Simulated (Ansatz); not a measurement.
Reaction (homolysis of the C–S bond): `CC(C)S(C)(=O)=O` → `C[CH]C`• + `C[S](=O)=O`•

Calculated with Ansatz (gas phase, PBE0-D4/def2-TZVP geometries, no zero-point term in ΔE). CCSD(T)/CBS adds triple-zeta CCSD(T) − MP2 to the extrapolated MP2 energy (def2 sets, frozen cores). DFT in def2-TZVPP. HSE06 is defined as in plane-wave codes. No spin–orbit coupling; open shells (•) take unrestricted orbitals. One conformer a species, not always the lowest.

```csv
level,ΔE (kJ/mol)
HSE06-D4,297.0
BHLYP-D4,293.6
revPBE,231.1
r2SCANh,275.2
r2SCAN0,281.4
LC-ωPBE,291.6
SCS-MP2/def2-TZVPP,330.1
CCSD(T)/def2-TZVPP,311.9
```

Q: What does CCSD(T)/CBS give? (Estimate.)

A: Computed: +323.2 kJ/mol. The listed levels differ from it by -26.2, -29.6, -92.1, -48.0, -41.8, -31.6, 6.9, -11.3 kJ/mol.

Largest T1 diagnostic among the species: 0.020.

Leaving LDA and LC-ωPBE aside and taking each functional with its dispersion term where it has one, the values, not all of them listed here, spread over 55.6 kJ/mol, from BLYP-D4 to PBE-QIDH. LDA lies +85.2 kJ/mol from PBE without D4, its usual overbinding. From PBE to PBE0 (25 % exact exchange), in def2-TZVPP and without D4, ΔE moves by +18.8 kJ/mol. The D4 term adds +29.4 kJ/mol with B3LYP and +16.3 kJ/mol with PBE0; it sums over pairs of atoms, weighted by their polarisabilities, and B3LYP, whose exchange is more repulsive, gets the larger term.

B3LYP here is the variant with VWN-RPA as its local correlation; programs differ in this.
